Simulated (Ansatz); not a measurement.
Start from `C=C(N)CBr` and change one element to get `C=C(N)CF`.

Ansatz, PBE0-D4/def2-TZVP geometries, multiplicity 1. Each molecule was computed in one conformer, which needn't be the lowest.

Scalar relativity is left out up to krypton.

```json
{"property": "LUMO energy (PBE/def2-TZVPP) / eV", "`C=C(N)CBr`": "-1.50"}
{"property": "LUMO energy (B3LYP/def2-TZVPP) / eV", "`C=C(N)CBr`": "-0.78"}
{"property": "HOMO–LUMO gap (PBE/def2-TZVPP) / eV", "`C=C(N)CBr`": "3.75"}
{"property": "LUMO energy (PBE0/def2-TZVPP) / eV", "`C=C(N)CBr`": "-0.54"}
{"property": "size of the dipole moment (PBE/def2-TZVPP) / D", "`C=C(N)CBr`": "1.18"}
{"property": "LUMO energy (ωB97M-V/def2-TZVPP) / eV", "`C=C(N)CBr`": "1.51"}
```

(1) What does the change do to each property? (An estimate is asked.)

Answers

(1) The calculation gave: 
```tsv
property	`C=C(N)CF`	shift
LUMO energy (PBE/def2-TZVPP) / eV	-0.55	0.95
LUMO energy (B3LYP/def2-TZVPP) / eV	0.19	0.97
HOMO–LUMO gap (PBE/def2-TZVPP) / eV	4.59	0.84
LUMO energy (PBE0/def2-TZVPP) / eV	0.45	0.99
size of the dipole moment (PBE/def2-TZVPP) / D	0.86	-0.32
LUMO energy (ωB97M-V/def2-TZVPP) / eV	2.48	0.97
```

With PBE0 the HOMO rises by 0.10 eV and the LUMO rises by 0.99 eV, so the gap widens by about 0.89 eV. PBE moves the HOMO by 0.12 eV and ωB97M-V by 0.07 eV. Dipoles are sizes alone; their direction can turn.

B3LYP here is the variant with VWN-RPA as its local correlation; programs differ in this.

Spin–orbit coupling is left out; it splits and shifts lone-pair levels of the heavy atoms by tenths of an eV.
